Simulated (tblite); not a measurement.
Record of a relaxation.

Compound: MeHSi(SBu)2, C9H22S2Si.
Bonds: C1–C2, C2–C3, C3–C4, C4–S5, S5–Si6, Si6–C7, Si6–S8, S8–C9, C9–C10, C10–C11, C11–C12. Hydrogens: H13, H14, H15 on C1; H16, H17 on C2; H18, H19 on C3; H20, H21 on C4; H22 on Si6; H23, H24, H25 on C7; H26, H27 on C9; H28, H29 on C10; H30, H31 on C11; H32, H33, H34 on C12.

Computed with GFN2-xTB (tblite), gas phase: L-BFGS steps from a force-field or distance-geometry start until the largest atomic force falls under 0.01 eV/Å. 3 of its 173 geometries are shown.

Step 0: E = -1054.7803 eV, largest atomic force 0.852 eV/Å
```
atom  x, y, z in Å  |  force x, y, z in eV/Å
C1      5.158   -1.274   -1.225   -0.416   0.239  -0.066
C2      4.562   -0.636    0.024    0.386  -0.385   0.655
C3      3.884    0.683   -0.262   -0.530   0.216  -0.209
C4      3.164    1.255    0.947    0.226  -0.416   0.514
S5      1.811    0.161    1.548    0.009   0.185  -0.197
Si6     0.259    0.707    0.170    0.232   0.123   0.130
C7     -0.302    2.503    0.465    0.038   0.055   0.225
S8     -1.310   -0.679    0.518   -0.165  -0.121  -0.002
C9     -2.503   -0.063   -0.733   -0.355   0.189   0.342
C10    -3.781   -0.896   -0.701    0.245   0.020  -0.096
C11    -4.552   -0.717    0.598    0.141  -0.032   0.348
C12    -5.756   -1.647    0.679    0.109   0.058  -0.061
H13     5.635   -2.211   -0.978    0.100  -0.159  -0.003
H14     5.886   -0.608   -1.683    0.041  -0.024   0.004
H15     4.361   -1.458   -1.949    0.159  -0.053   0.030
H16     3.842   -1.321    0.498    0.152   0.152  -0.233
H17     5.364   -0.468    0.765   -0.204  -0.056  -0.212
H18     4.612    1.415   -0.601    0.176   0.146  -0.069
H19     3.152    0.549   -1.067    0.073  -0.004   0.005
H20     2.752    2.235    0.764   -0.142   0.220  -0.135
H21     3.846    1.321    1.804   -0.100  -0.013  -0.182
H22     0.707    0.541   -1.211    0.029  -0.010  -0.055
H23     0.520    3.212    0.348   -0.168  -0.108  -0.079
H24    -1.098    2.777   -0.222    0.088   0.080   0.014
H25    -0.683    2.626    1.484    0.038  -0.049  -0.181
H26    -2.031   -0.122   -1.701    0.179  -0.038  -0.273
H27    -2.721    0.986   -0.499    0.034  -0.211  -0.029
H28    -4.407   -0.605   -1.547   -0.004   0.004  -0.025
H29    -3.506   -1.946   -0.824   -0.042  -0.003   0.008
H30    -3.874   -0.923    1.440   -0.169   0.025  -0.206
H31    -4.873    0.324    0.685   -0.047  -0.025  -0.007
H32    -6.439   -1.455   -0.147   -0.005  -0.052  -0.014
H33    -6.290   -1.490    1.609   -0.064   0.002   0.095
H34    -5.431   -2.685    0.638   -0.047   0.042  -0.034
```

Step 86: E = -1054.8184 eV, largest atomic force 0.019 eV/Å
```
atom  x, y, z in Å  |  force x, y, z in eV/Å
C1      5.249   -1.195   -1.241   -0.001   0.003   0.002
C2      4.570   -0.643    0.006   -0.004   0.000   0.001
C3      3.879    0.690   -0.268    0.003   0.001   0.000
C4      3.177    1.241    0.963    0.004  -0.003  -0.002
S5      1.830    0.162    1.572    0.008  -0.008   0.002
Si6     0.271    0.663    0.198    0.006   0.018  -0.002
C7     -0.212    2.498    0.350   -0.002  -0.004   0.000
S8     -1.365   -0.622    0.681   -0.001  -0.003   0.006
C9     -2.544   -0.038   -0.597   -0.006   0.001  -0.003
C10    -3.792   -0.905   -0.620   -0.006  -0.001   0.006
C11    -4.617   -0.771    0.657   -0.006  -0.002   0.004
C12    -5.866   -1.641    0.611   -0.001  -0.001  -0.007
H13     5.716   -2.153   -1.026    0.000   0.007  -0.002
H14     6.017   -0.509   -1.594   -0.007  -0.003  -0.004
H15     4.524   -1.339   -2.040    0.004  -0.002   0.008
H16     3.829   -1.357    0.368   -0.009  -0.004  -0.003
H17     5.312   -0.507    0.796    0.002   0.003   0.000
H18     4.620    1.427   -0.593   -0.001  -0.002  -0.003
H19     3.156    0.565   -1.077    0.002   0.005   0.004
H20     2.757    2.227    0.771    0.000  -0.005   0.008
H21     3.873    1.311    1.798   -0.006   0.001   0.002
H22     0.678    0.358   -1.176    0.004   0.000  -0.008
H23     0.647    3.153    0.224   -0.009  -0.012  -0.008
H24    -0.945    2.777   -0.401    0.005   0.000   0.009
H25    -0.640    2.704    1.330    0.002  -0.001  -0.012
H26    -2.030   -0.077   -1.556    0.004   0.002  -0.002
H27    -2.799    0.995   -0.363    0.002   0.007   0.001
H28    -4.399   -0.612   -1.481    0.006   0.000   0.002
H29    -3.498   -1.948   -0.752    0.004   0.005  -0.003
H30    -3.997   -1.060    1.507   -0.001  -0.003   0.002
H31    -4.905    0.274    0.792    0.002   0.002  -0.003
H32    -6.498   -1.355   -0.228   -0.010  -0.002   0.001
H33    -6.442   -1.534    1.527    0.013   0.000  -0.006
H34    -5.596   -2.688    0.493   -0.001   0.000   0.010
```

Step 172: E = -1054.8289 eV, largest atomic force 0.009 eV/Å
```
atom  x, y, z in Å  |  force x, y, z in eV/Å
C1      5.225   -1.004   -1.296   -0.004   0.001  -0.001
C2      4.541   -0.594    0.002   -0.004   0.001   0.001
C3      3.848    0.760   -0.119   -0.004  -0.001   0.001
C4      3.135    1.156    1.163    0.000   0.001  -0.002
S5      1.787    0.011    1.632    0.007   0.000   0.006
Si6     0.314    0.467    0.151   -0.004  -0.005   0.001
C7      0.077    2.344   -0.042    0.002   0.000   0.001
S8     -1.471   -0.501    0.822   -0.002   0.004  -0.002
C9     -2.630    0.092   -0.473   -0.001  -0.002   0.000
C10    -3.850   -0.810   -0.564    0.001  -0.001   0.003
C11    -4.692   -0.781    0.709    0.002   0.002   0.001
C12    -5.900   -1.703    0.608    0.002   0.001   0.001
H13     5.708   -1.970   -1.181    0.004   0.002   0.002
H14     5.980   -0.273   -1.578   -0.001   0.001  -0.002
H15     4.500   -1.078   -2.104   -0.005   0.006  -0.002
H16     3.800   -1.346    0.280    0.000  -0.003  -0.003
H17     5.279   -0.545    0.805   -0.001  -0.002  -0.003
H18     4.588    1.532   -0.350   -0.001  -0.006   0.005
H19     3.129    0.732   -0.942    0.001   0.000  -0.002
H20     2.712    2.156    1.093   -0.004  -0.003  -0.002
H21     3.824    1.124    2.006   -0.007  -0.001   0.000
H22     0.669   -0.126   -1.142    0.005   0.001   0.003
H23     0.942    2.807   -0.507    0.001   0.002  -0.001
H24    -0.784    2.566   -0.666    0.000  -0.002  -0.001
H25    -0.082    2.820    0.923   -0.004   0.004   0.000
H26    -2.090    0.104   -1.419    0.001  -0.001   0.002
H27    -2.921    1.108   -0.207    0.006  -0.001  -0.003
H28    -4.457   -0.482   -1.413    0.004  -0.004   0.002
H29    -3.523   -1.833   -0.757    0.006   0.002   0.002
H30    -4.066   -1.086    1.549    0.002   0.000  -0.001
H31    -5.027    0.242    0.896   -0.001   0.001  -0.002
H32    -6.542   -1.405   -0.218    0.000  -0.001   0.002
H33    -6.481   -1.668    1.526   -0.004   0.003  -0.002
H34    -5.582   -2.730    0.443    0.004   0.002  -0.003
```

**Question.** Summarise the path.

**Answer.** The energy falls by 4.69 kJ/mol from step 0 to step 172; nine tenths of that is first reached at step 126. It falls at every step. The largest force goes from 0.852 to 0.009 eV/Å. Among the bonds Si6–S8 changes most (a near tie, within 0.001 Å, with another), from 2.122 to 2.138 Å; the atoms move by 0.386 Å rms after alignment.

What follows is the cost of the whole relaxation. Hardware: an INTEL XEON PLATINUM 8581C at 2.10 GHz with 2 threads (shared host). Cost: 3.7 s wall, 7.4 s CPU.
